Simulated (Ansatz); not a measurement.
Reaction (atomization): `C[N](C)[Ge][NH2]` → 2 C• + Ge• + 8 H• + 2 N•

Program: Ansatz. Geometries: PBE0-D4/def2-TZVP. ΔE: electronic, gas phase. CCSD(T)/CBS adds triple-zeta CCSD(T) − MP2 to the extrapolated MP2 energy (def2 sets, frozen cores). This one scheme is used for every species, atoms too. For atomizations the MP2-based limit and the directly extrapolated one differ by several kJ/mol either way, and by 10 to 25 for some Ge, Se and Sn compounds, so smaller differences from it don't rank the levels. DFT in def2-TZVPP. HSE06 is defined as in plane-wave codes. Open shells (•) are unrestricted, without spin–orbit coupling. Spin–orbit coupling would lower the free atoms: a little for C; clearly for Ge. Bonds to Ge are less sure, by a few kJ/mol each and by 10 to 20 or more in all where they break to atoms, as the def2 sets lack core-valence functions. Scalar relativity is left out up to krypton. One conformer a species, not always the lowest.

Problem. What is ΔE at CCSD(T)/CBS? (Best estimate.)

Solution. Computed: +1120.9 kcal/mol.

Problem. What do these levels give: PBE-D4, B97M-V, r2SCANh-D4, BHLYP-D4, BLYP, r2SCANh, HSE06, MP2/def2-SVP, CCSD/def2-SVP, CCSD(T)/def2-TZVPP, HF/def2-QZVPP, HF/CBS(def2)? (An estimate is asked.)

Solution. Computed: PBE-D4 1146.2, B97M-V 1119.4, r2SCANh-D4 1109.1, BHLYP-D4 1088.2, BLYP 1112.9, r2SCANh 1107.3, HSE06 1116.9, MP2/def2-SVP 1056.6, CCSD/def2-SVP 1038.2, CCSD(T)/def2-TZVPP 1088.7, HF/def2-QZVPP 777.6, HF/CBS(def2) 777.9 kcal/mol.

Largest T1 diagnostic among the species: 0.014.

From r2SCAN to r2SCAN0 (25 % exact exchange), in def2-TZVPP and without D4, ΔE moves by −18.8 kcal/mol: exact exchange takes away binding that semilocal exchange gives to molecules. The D4 term adds +11.0 kcal/mol with B3LYP and +5.7 kcal/mol with PBE0; it sums over pairs of atoms, weighted by their polarisabilities, and B3LYP, whose exchange is more repulsive, gets the larger term. Leaving LDA and LC-ωPBE aside and taking each functional with its dispersion term where it has one, the values spread over 58.0 kcal/mol, from BHLYP-D4 to PBE-D4. LDA lies +150.1 kcal/mol from PBE without D4, its usual overbinding.

B3LYP here is the variant with VWN-RPA as its local correlation; programs differ in this.
